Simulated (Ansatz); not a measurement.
A geometry relaxed with B3LYP-D3(BJ)/def2-SVP (Ansatz, an electronic-structure program), charge 0, multiplicity 1:

```xyz
19

C     -2.1012    -1.3694    -0.0614
C      2.6399     0.2905     0.0291
H      3.5929     0.8234     0.0555
H     -3.1952     0.4961    -0.0004
C      2.6238    -1.1265    -0.0221
H     -0.4162     3.1952     0.0989
H     -3.0061    -1.9808    -0.0886
C      0.3285    -1.1816    -0.0403
N      1.5206    -1.8391    -0.0558
H     -0.7356    -3.0501    -0.1146
C     -2.2034     0.0377    -0.0113
C      0.2215     0.2473     0.0103
C     -0.8584    -1.9660    -0.0760
H      3.5715    -1.6791    -0.0353
C     -1.0820     0.8725     0.0246
H     -2.4487     2.8054     0.0851
H      1.4202     2.0607     0.0842
B     -1.3147     2.3921     0.0732
C      1.4425     0.9714     0.0449
```

Write the SMILES of this molecule.

`Bc1cccc2ncccc12`
